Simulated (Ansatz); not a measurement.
Molecule: C3H6O2, charge 0, multiplicity 1. 
Geometry from a B3LYP-D3(BJ)/def2-TZVP (Ansatz, a program for electronic structure) optimisation:
```xyz
11

C     -1.8543     0.1696     0.1592
C     -0.4282    -0.1404    -0.2035
O     -0.0723    -0.8339    -1.1211
O      0.4291     0.4670     0.6430
C      1.8231     0.2390     0.3870
H     -2.5223    -0.3365    -0.5316
H     -2.0217     1.2467     0.1188
H     -2.0572    -0.1540     1.1808
H      2.0924     0.5983    -0.6055
H      2.3561     0.7951     1.1531
H      2.0542    -0.8236     0.4535
```

Quantity: vertical triplet-singlet gap (E(triplet) - E(singlet); each state is the SCF solution reached for its spin), in kcal/mol. Valence correlation only, unless marked. UHF or UKS for open shells. No spin-orbit coupling. No relativistic terms. 

```json
[
 {"level": "HF/aug-cc-pVDZ", "program": "Ansatz", "vertical triplet-singlet gap (kcal/mol)": "105.4"},
 {"level": "HF/aug-cc-pVTZ", "program": "Ansatz", "vertical triplet-singlet gap (kcal/mol)": "104.7"},
 {"level": "SVWN5/def2-TZVPD", "program": "Ansatz", "vertical triplet-singlet gap (kcal/mol)": "128.5"},
 {"level": "PBE/def2-TZVPD", "program": "Ansatz", "vertical triplet-singlet gap (kcal/mol)": "124.1"},
 {"level": "r2SCAN/def2-TZVPD", "program": "Ansatz", "vertical triplet-singlet gap (kcal/mol)": "121.3"},
 {"level": "B3LYP/def2-TZVPD", "program": "Ansatz", "vertical triplet-singlet gap (kcal/mol)": "123.7"},
 {"level": "BHLYP/def2-TZVPD", "program": "Ansatz", "vertical triplet-singlet gap (kcal/mol)": "119.9"},
 {"level": "CAM-B3LYP/def2-TZVPD", "program": "Ansatz", "vertical triplet-singlet gap (kcal/mol)": "124.4"},
 {"level": "wB97M-V/def2-TZVPD", "program": "Ansatz", "vertical triplet-singlet gap (kcal/mol)": "128.5"},
 {"level": "wB97X-V/def2-TZVPD", "program": "Ansatz", "vertical triplet-singlet gap (kcal/mol)": "127.3"},
 {"level": "MP2/aug-cc-pVDZ", "program": "Ansatz", "vertical triplet-singlet gap (kcal/mol)": "142.7"},
 {"level": "RI-MP2/aug-cc-pVTZ", "program": "Ansatz", "vertical triplet-singlet gap (kcal/mol)": "142.4"},
 {"level": "SCS-MP2/aug-cc-pVDZ", "program": "Ansatz", "vertical triplet-singlet gap (kcal/mol)": "140.8"},
 {"level": "CCSD/aug-cc-pVDZ", "program": "Ansatz", "vertical triplet-singlet gap (kcal/mol)": "130.0"}
]
```
